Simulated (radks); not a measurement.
Results of a calculation; reference values are marked as such.
The niobium ion Nb4+, 37 electrons, occupied as [Kr] 4d1.

Level of theory: Dirac Kohn-Sham, PBE, spin-unpolarised, spherical densities, finite nucleus; open shells are shared between the two j in proportion to 2j + 1; Fermi nuclear charge, rms radius 4.324 fm (a radial shooting solver on a logarithmic mesh with Libxc functionals).

Energy parts (eV):
| part | energy |
|---|---|
| total | -103866.887 |
| kinetic | 107521.180 |
| electron-nucleus | -249114.949 |
| Hartree | 40924.561 |
| exchange-correlation | -3197.679 |

Orbitals (lengths in bohr, moments of r in powers of bohr; r(90%) holds 90 % of the orbital's charge):
orbital  occ.  eigenvalue (eV)  r(90%)
1s1/2       2        -18846.27  0.0646
2s1/2       2        -2676.466   0.244
2p1/2       2        -2460.084   0.220
2p3/2       4        -2364.312   0.226
3s1/2       2        -485.6172   0.655
3p1/2       2        -404.1611   0.664
3p3/2       4        -388.6326   0.679
3d3/2       4        -244.8763   0.690
3d5/2       6        -241.9827   0.696
4s1/2       2        -103.4093    1.65
4p1/2       2         -80.2903    1.81
4p3/2       4         -78.0142    1.85
4d3/2     0.4         -43.5709    2.44
4d5/2     0.6         -43.3020    2.45
5s1/2       0         -35.0805    3.69
5p1/2       0         -28.7929    4.14
5p3/2       0         -28.3298    4.20
4f5/2       0         -17.9566    4.64
4f7/2       0         -17.9532    4.65

The highest occupied level is 4d5/2 at -43.302 eV. The electron density at the nucleus is 8.25e+04 e/bohr^3. For comparison, the ionisation energy in NIST's Atomic Spectra Database is 50.573 eV (measured). In exact Kohn-Sham theory the highest level is minus the ionisation energy, but local and semilocal functionals leave it too shallow, through self-interaction and a potential that decays too fast; potentials with the right tail come closer. The density falls to 0.001 e/bohr^3 at r = 3.00 bohr.

Beside tabulated values, note that spin-unpolarised runs miss the spin-polarisation part of the exchange energy of open shells.
